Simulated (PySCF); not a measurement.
C3H6BFO, SMILES B(F)(O)CC=C.

Geometry: ωB97X-D3(BJ)/def2-SVP. One conformer was computed; it need not be the lowest.

Computed with TDDFT-PBE0/def2-SVPD run with PySCF.

Vertical excitations. 

Q: Estimate the UV-visible absorptions. (An estimate is asked for; the answer gives what the named calculation found.)

A: 
```tsv
state	energy (eV)	λ (nm)	f	main pairs
S1	6.82	182	0.151	HOMO→LUMO 80 %, HOMO→LUMO+2 13 %
S2	6.91	179	0.027	HOMO→LUMO+1 94 %
S3	7.61	163	0.141	HOMO→LUMO+2 83 %
S4	7.86	158	0.001	HOMO→LUMO+4 84 %
S5	7.94	156	0.043	HOMO→LUMO+3 72 %, HOMO−1→LUMO 12 %
S6	7.98	155	0.004	HOMO−1→LUMO 34 %, HOMO→LUMO+3 23 %, HOMO−2→LUMO 22 %, HOMO−3→LUMO 9 %
S7	8.34	149	0.028	HOMO→LUMO+5 86 %
S8	8.53	145	0.055	HOMO−2→LUMO 40 %, HOMO−1→LUMO 32 %, HOMO−1→LUMO+2 7 %
S9	8.70	143	0.001	HOMO−4→LUMO 46 %, HOMO−3→LUMO 32 %, HOMO−1→LUMO+2 7 %
S10	8.95	138	0.026	HOMO−1→LUMO+1 44 %, HOMO−4→LUMO 27 %, HOMO−2→LUMO 10 %, HOMO−3→LUMO 8 %
T1	4.28	289	0	HOMO→LUMO 90 %
T2	6.72	185	0	HOMO→LUMO+1 83 %
T3	6.95	178	0	HOMO→LUMO+2 70 %, HOMO→LUMO+1 11 %
T4	7.40	167	0	HOMO−1→LUMO 49 %, HOMO−2→LUMO 30 %, HOMO−3→LUMO 14 %
```
Triplets are in the Tamm–Dancoff approximation, which puts them higher than full response would, so one can lie above its singlet here.
